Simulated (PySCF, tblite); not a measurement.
# A complex of Be2+ and 2 × water

A gas-phase complex of Be2+ and 2 × water; charge +2, singlet. The structure comes from a short search (6 tight-binding starts) and was relaxed by PBE0-D3(BJ)/def2-SVPD; another way of binding may lie lower. Frequencies by PBE0-D3(BJ)/def2-SVPD show no clear imaginary mode.

Parts: 1 = Be2+ ([Be+2]), atoms 1, charge +2; 2 = water (O), atoms 2–4; 3 = water (O), atoms 5–7.

```xyz
7

Be    0.574   -0.312    0.465
O     0.710    1.029    1.186
H     1.370    1.246    1.886
H     0.153    1.828    1.036
O     0.433   -1.651   -0.261
H    -0.125   -2.411    0.027
H     0.884   -1.906   -1.100
```
Atom numbers follow the order of the file, from 1.

Contacts between parts, classed by geometry: Be1···O2 1.529 Å (bond); Be1···O5 1.529 Å (bond).

The parts are joined by the bonds Be1–O2 and Be1–O5, so these are energies of forming such bonds; deforming the relaxed parts to their shape in the adduct costs 1.8 kcal/mol, which the interaction energies leave out.

Interaction energies are complex less parts, with the parts frozen as they stand in it; counterpoise-corrected, in kcal/mol (PySCF).

(1) Give the interaction energy at each level run.

(2) What holds them together? Decompose the wB97M-D3(BJ)/def2-TZVPD energy: frozen parts, their antisymmetrised product, then relaxation.

(3) Are the pair energies additive?

The parts were also relaxed and run alone, at the levels used for the complex: shieldings by PBE0/pcSseg-2; core levels by delta-SCF with SCAN, pcX-2 on the ionised atom and pcseg-1 elsewhere, spin-free X2C.

Values alone: shielding of Be1 (ppm): 130.4; shielding of O2 (ppm): 328.9; shielding of O5 (ppm): 328.9; O2 1s core level (eV): 539.76.

(4) What does binding change?

(5) What are the binding energy from relaxed parts (wB97M-D3(BJ)/def2-TZVPD), and ΔH and ΔG of association at 298.15 K and 1 atm?

Results:

(1) 
```csv
level,interaction,superposition error removed
wB97M-D3(BJ)/def2-TZVPD,-265.74,-0.15
PBE0-D3(BJ)/def2-TZVPD,-268.14,-0.19
```

(2) electrostatic -160.5, Pauli repulsion +69.2, orbital relaxation -172.8, dispersion correction -1.7 kcal/mol, which sum to the value before the counterpoise correction; the Pauli term holds the exchange-correlation of the frozen density too. Of the attraction, 52 % is orbital relaxation, 48 % is electrostatic, 1 % is dispersion correction.

(3) The pairs sum to -291.15 kcal/mol (1–2 -146.8, 1–3 -146.8, 2–3 2.5); the rest of +25.41 is a many-body weakening.

(4) 
```json
{"property": "shielding of Be1 (ppm)", "alone": "130.4", "in the complex": "106.8", "change": "-23.6"}
{"property": "shielding of O2 (ppm)", "alone": "328.9", "in the complex": "305.2", "change": "-23.6"}
{"property": "shielding of O5 (ppm)", "alone": "328.9", "in the complex": "305.2", "change": "-23.7"}
{"property": "O2 1s core level (eV)", "alone": "539.76", "in the complex": "554.70", "change": "+14.94"}
```

(5) -263.94 kcal/mol, -258.12 with zero-point energy; ΔH -260.6 and ΔG -243.0 kcal/mol, from harmonic vibrations by PBE0-D3(BJ)/def2-SVPD with low modes damped.

Multiply charged ions in the gas phase bind far more strongly than in solution.
